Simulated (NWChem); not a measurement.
System: CH9NSi2; SMILES [SiH2](C)N[SiH3]

NWChem input:

```
start job
memory heap 200 mb stack 900 mb global 1100 mb
geometry units angstroms noautoz
  C      0.581320     2.458232    -0.259016
  Si    -0.555419     1.053062     0.243517
  N      0.324052    -0.425121     0.546345
  Si     0.119723    -2.005925    -0.149922
  H      1.135259     2.208462    -1.176907
  H      0.001681     3.377170    -0.442196
  H      1.314475     2.679302     0.533064
  H     -1.321674     1.484481     1.458848
  H     -1.529829     0.745648    -0.846405
  H      1.015431    -0.370692     1.291336
  H      1.426870    -2.558245    -0.628460
  H     -0.815471    -1.876370    -1.304943
  H     -0.443786    -3.005014     0.814702
end
basis spherical
  C library 6-31g*
  Si library 6-31g*
  N library 6-31g*
  H library 6-31g*
end
dft
  xc r2scan
  grid fine
  iterations 150
  mulliken
end
task dft gradient
```

Parts of the log:

```
             Northwest Computational Chemistry Package (NWChem) 7.3.0
             --------------------------------------------------------

 C1  symmetry detected

                             Geometry "geometry" -> ""
                             -------------------------

 Output coordinates in angstroms (scale by  1.889725989 to convert to a.u.)

  No.       Tag          Charge          X              Y              Z
 ---- ---------------- ---------- -------------- -------------- --------------
    1 C                    6.0000     0.72025189     2.41358327    -0.14989200
    2 Si                  14.0000    -0.55971748     1.04812728    -0.02172783
    3 N                    7.0000     0.13196055    -0.44604834     0.56069790
    4 Si                  14.0000     0.11173266    -2.03426707    -0.14826715
    5 H                    1.0000     1.52970091     2.13190400    -0.84069329
    6 H                    1.0000     0.25746911     3.34340826    -0.51764317
    7 H                    1.0000     1.16946328     2.63102411     0.83230326
    8 H                    1.0000    -1.65947804     1.52258766     0.88144024
    9 H                    1.0000    -1.14532086     0.74482293    -1.36224390
   10 H                    1.0000     0.55148993    -0.39499967     1.48663967
   11 H                    1.0000     1.48569245    -2.62920482    -0.17945752
   12 H                    1.0000    -0.40263330    -1.90309961    -1.54242230
   13 H                    1.0000    -0.75983122    -2.99964700     0.59647353

 Effective nuclear repulsion energy (a.u.)     220.9973123164

                                 NWChem DFT Module
                                 -----------------

 Summary of "ao basis" -> "ao basis" (spherical)
 ------------------------------------------------------------------------------
       Tag                 Description            Shells   Functions and Types
 ---------------- ------------------------------  ------  ---------------------
 C                           6-31g*                  6       14   3s2p1d
 Si                          6-31g*                  8       18   4s3p1d
 N                           6-31g*                  6       14   3s2p1d
 H                           6-31g*                  2        2   2s

            General Information
            -------------------
          SCF calculation type: DFT
          Wavefunction type:  closed shell.
          No. of atoms     :    13
          No. of electrons :    50
           Alpha electrons :    25
            Beta electrons :    25
          Charge           :     0
          Spin multiplicity:     1
          Use of symmetry is: off; symmetry adaption is: off
          Maximum number of iterations: 150
          AO basis - number of functions:    82
                     number of shells:    46
          Convergence on energy requested:  1.00D-06
          Convergence on density requested:  1.00D-05
          Convergence on gradient requested:  5.00D-04

              XC Information
              --------------
                      r^2SCAN Method XC Functional
               r^2SCAN metaGGA Exchange Functional  1.000
                     r^2SCAN Correlation Potential  1.000

             Grid Information
             ----------------
          Grid used for XC integration:  fine
          Radial quadrature: Mura-Knowles
          Angular quadrature: Lebedev.
          Tag              B.-S. Rad. Rad. Pts. Rad. Cut. Ang. Pts.
          ---              ---------- --------- --------- ---------
          C                   0.70       70          13.0       590
          Si                  1.10      123          12.0       770
          N                   0.65       70          10.0       590
          H                   0.35       60          14.0       590
          Grid pruning is: on
          Number of quadrature shells:   926
          Spatial weights used:  Erf1

      Superposition of Atomic Density Guess
      -------------------------------------

 Sum of atomic energies:        -674.07270029

      Non-variational initial energy
      ------------------------------

 Total energy =    -676.000513
 1-e energy   =   -1369.188113
 2-e energy   =     472.190288
 HOMO         =      -0.317016
 LUMO         =       0.033929

     ---------------------------------------------
      Total Density - Mulliken Population Analysis
     ---------------------------------------------

[...]

                         DFT ENERGY GRADIENTS

    atom               coordinates                        gradient
                 x          y          z           x          y          z
   1 C       1.361079   4.561011  -0.283255   -0.001303  -0.001569  -0.000018
   2 Si     -1.057713   1.980673  -0.041060    0.001640   0.001643   0.000615
   3 N       0.249369  -0.842909   1.059565    0.000159   0.000295   0.000831
   4 Si      0.211144  -3.844207  -0.280184    0.000424  -0.000295   0.000542
   5 H       2.890716   4.028714  -1.588680    0.001865  -0.001092  -0.001831
   6 H       0.486546   6.318125  -0.978204   -0.001544   0.001874  -0.000878
   7 H       2.209965   4.971915   1.572825    0.000626   0.000102   0.002599
   8 H      -3.135959   2.877273   1.665681   -0.001050   0.000283   0.000973
   9 H      -2.164343   1.407511  -2.574268   -0.000652  -0.000157  -0.001818
  10 H       1.042165  -0.746441   2.809342    0.000079  -0.000077   0.000050
  11 H       2.807552  -4.968477  -0.339126    0.001627  -0.000402  -0.000056
  12 H      -0.760867  -3.596337  -2.914756   -0.000782   0.000143  -0.002008
  13 H      -1.435873  -5.668511   1.127172   -0.001089  -0.000749   0.000998
```

Level: r2SCAN/6-31G* (spherical d). All runs use the structure optimised with PBE0/def2-SVP. No frequency run checked for a minimum.
